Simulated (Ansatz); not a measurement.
Consider the formal hydrolysis of a B–N bond: `FB(F)N[SiH3]` + H₂O → `OB(F)F` + `N[SiH3]`.

Program: Ansatz. Geometries: PBE0-D4/def2-TZVP. ΔE: electronic, gas phase. CCSD(T)/CBS adds triple-zeta CCSD(T) − MP2 to the extrapolated MP2 energy (def2 sets, frozen cores). This one scheme is used for every species. DFT in def2-TZVPP. B3LYP here is the variant with VWN-RPA as its local correlation; programs differ in this. HSE06 is defined as in plane-wave codes. Each species was taken in one conformer, which may not be the lowest.

```
             level  ΔE (kJ/mol)  difference from CCSD(T)/CBS
       LDA (SPW92)        -16.8                         -5.0
            PBE-D4        -14.3                         -2.5
         revPBE-D4        -12.4                         -0.6
           BLYP-D4        -14.6                         -2.8
         r2SCAN-D4        -17.5                         -5.7
            B97M-V        -21.0                         -9.2
           PBE0-D4        -14.5                         -2.7
          B3LYP-D4        -15.2                         -3.4
        r2SCAN0-D4        -17.2                         -5.4
          HSE06-D4        -14.6                         -2.8
          BHLYP-D4        -16.0                         -4.2
      CAM-B3LYP-D4        -17.2                         -5.4
           ωB97X-V        -15.9                         -4.1
           ωB97M-V        -15.9                         -4.1
               PBE        -17.5                         -5.7
            revPBE        -18.5                         -6.7
              BLYP        -21.0                         -9.2
            r2SCAN        -18.4                         -6.6
              PBE0        -17.4                         -5.6
             B3LYP        -20.3                         -8.5
           r2SCANh        -18.4                         -6.6
           r2SCAN0        -18.3                         -6.5
             HSE06        -17.4                         -5.6
             BHLYP        -20.6                         -8.8
         CAM-B3LYP        -20.3                         -8.5
           LC-ωPBE        -17.6                         -5.8
RPA@PBE/def2-TZVPP        -13.9                         -2.1
       HF/def2-SVP        -26.0                        -14.2
      MP2/def2-SVP        -24.1                        -12.3
     CCSD/def2-SVP        -23.4                        -11.6
  CCSD(T)/def2-SVP        -23.1                        -11.3
     HF/def2-TZVPP        -23.7                        -11.9
    MP2/def2-TZVPP        -14.3                         -2.5
SCS-MP2/def2-TZVPP        -15.8                         -4.0
   CCSD/def2-TZVPP        -15.8                         -4.0
     HF/def2-QZVPP        -23.5                        -11.7
    MP2/def2-QZVPP        -12.5                         -0.7
      HF/CBS(def2)        -23.5                        -11.7
     MP2/CBS(def2)        -11.2                          0.6
    CCSD/CBS(def2)        -12.7                         -0.9
       CCSD(T)/CBS        -11.8                            0
```

Largest T1 diagnostic among the species: 0.012.

The D4 term adds +5.1 kJ/mol with B3LYP and +2.9 kJ/mol with PBE0; it sums over pairs of atoms, weighted by their polarisabilities, and B3LYP, whose exchange is more repulsive, gets the larger term. Leaving LDA and LC-ωPBE aside and taking each functional with its dispersion term where it has one, the values spread over 8.6 kJ/mol, from B97M-V to revPBE-D4. In def2-TZVPP, CCSD(T) changes the Hartree–Fock value by +8.9 kJ/mol (the triples alone add +0.9 kJ/mol) and MP2 by +9.4 kJ/mol.
